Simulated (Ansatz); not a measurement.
Program: Ansatz. Geometries: PBE0-D4/def2-TZVP. ΔE: electronic, gas phase. CCSD(T)/CBS is the MP2 limit (def2-TZVPP, def2-QZVPP) plus CCSD(T) − MP2 in def2-TZVPP, frozen cores. DFT in def2-TZVPP. Elements past krypton have def2 core potentials. For I, Se outer-core shells are correlated without core-valence functions, which leaves a few kJ/mol of doubt a bond. Scalar relativity is left out up to krypton. Each species was taken in one conformer, which may not be the lowest.

Consider the ligand exchange at a B–Se bond: `ClB(Cl)[SeH]` + HI → `ClB(Cl)I` + H₂Se.

Is it downhill or uphill in electronic energy at CCSD(T)/CBS, and by how much? (Best estimate.)

Ansatz gave: Uphill: ΔE = +11.1 kJ/mol.

What do these levels give: ωB97X-V, r2SCANh, CCSD/def2-TZVPP, HF/def2-QZVPP, MP2/def2-QZVPP, MP2/CBS(def2)? (Best estimate.)

Computed: ωB97X-V 12.8, r2SCANh 13.2, CCSD/def2-TZVPP 14.4, HF/def2-QZVPP 12.1, MP2/def2-QZVPP 7.9, MP2/CBS(def2) 7.2 kJ/mol.

What do rigid-rotor, harmonic-oscillator terms from PBE0-D4/def2-TZVP frequencies (298.15 K, 1 bar) make of the CCSD(T)/CBS value? (An estimate is asked.)

Ansatz gave: ΔZPE = 0.0 kJ/mol, ΔH = +11.4 kJ/mol, ΔS = 7 J/(mol·K), ΔG = +9.1 kJ/mol.

Largest T1 diagnostic among the species: 0.011.

Leaving LDA and LC-ωPBE aside and taking each functional with its dispersion term where it has one, the values, not all of them listed here, spread over 2.8 kJ/mol, from B2PLYP to B97M-V.
